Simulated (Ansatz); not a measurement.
`[NH2][GeH2][Cl]` and `[Cl][GeH2][Br]` differ in one atom or group.

Ansatz, PBE0-D4/def2-TZVP geometries, multiplicity 1. Each molecule was computed in one conformer, which needn't be the lowest.

Scalar relativity is left out up to krypton.

```
                                                                                  property  `[NH2][GeH2][Cl]`
                                            zero-point energy (PBE0-D4/def2-TZVP) / kJ/mol              114.0
                                                       HOMO–LUMO gap (PBE/def2-TZVPP) / eV               5.82
                                                     HOMO–LUMO gap (B3LYP/def2-TZVPP) / eV               7.63
                                                         HOMO energy (PBE/def2-TZVPP) / eV              -6.49
ideal-gas entropy at 298 K and 1 bar (rigid rotor, harmonic PBE0-D4/def2-TZVP) / J/(mol·K)                307
                                                   HOMO–LUMO gap (ωB97M-V/def2-TZVPP) / eV              12.20
```

**Question.** What does the change do to each property? (Estimate.)

**Answer.** Ansatz gave: 
| property | `[Cl][GeH2][Br]` | shift |
| --- | --- | --- |
| zero-point energy (PBE0-D4/def2-TZVP) / kJ/mol | 48.0 | -66.0 |
| HOMO–LUMO gap (PBE/def2-TZVPP) / eV | 5.35 | -0.47 |
| HOMO–LUMO gap (B3LYP/def2-TZVPP) / eV | 7.01 | -0.62 |
| HOMO energy (PBE/def2-TZVPP) / eV | -7.31 | -0.82 |
| ideal-gas entropy at 298 K and 1 bar (rigid rotor, harmonic PBE0-D4/def2-TZVP) / J/(mol·K) | 318 | 11 |
| HOMO–LUMO gap (ωB97M-V/def2-TZVPP) / eV | 11.74 | -0.46 |

With PBE0 the HOMO falls by 0.68 eV and the LUMO falls by 1.30 eV, so the gap narrows by about 0.62 eV. PBE moves the HOMO by -0.82 eV and ωB97M-V by -0.55 eV. The zero-point energy changes by -66.0 kJ/mol with -6 modes.

B3LYP here is the variant with VWN-RPA as its local correlation; programs differ in this.

Spin–orbit coupling is left out; it splits and shifts lone-pair levels of the heavy atoms by tenths of an eV.
